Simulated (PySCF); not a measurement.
Antimony: a sound run and one with changed settings

Sound run: Sb [Kr] 4d10 5s2 5p3, Sb⁺ [Kr] 4d10 5s2 5p2. Calculation: PySCF 2.14, in cc-pVDZ-PP with ECP28MDF (4s3p2d, 23 functions); a scalar-relativistic core potential. The sound run starts from symmetry-adapted Hartree-Fock orbitals and uses a fine grid where one is needed.

Changed run: basis STO-3G, all-electron and non-relativistic. This setting is unsound on purpose.

| species | method | sound run (hartree) | changed run (hartree) | converged |
| --- | --- | --- | --- | --- |
| Sb | UHF | -239.27266 | -6251.36246 | yes |
| Sb | LDA | -239.82920 | -6247.48358 | yes |
| Sb | M06-L | -240.35916 | -6253.50409 | yes |
| Sb⁺ | UHF | -238.95660 | -6251.13175 | yes |
| Sb⁺ | LDA | -239.49438 | -6247.22602 | yes |
| Sb⁺ | M06-L | -240.03813 | -6253.23718 | yes |

Ionisation energy of Sb:

| method | sound run (eV) | changed run (eV) |
| --- | --- | --- |
| UHF | 8.600 | 6.278 |
| LDA | 9.111 | 7.008 |
| M06-L | 8.736 | 7.263 |

A minimal basis cannot let orbitals breathe on ionisation and holds almost no correlation. The Hamiltonian changed with the basis, so the totals do not compare.

For comparison, NIST gives 8.608 eV between the lowest levels.
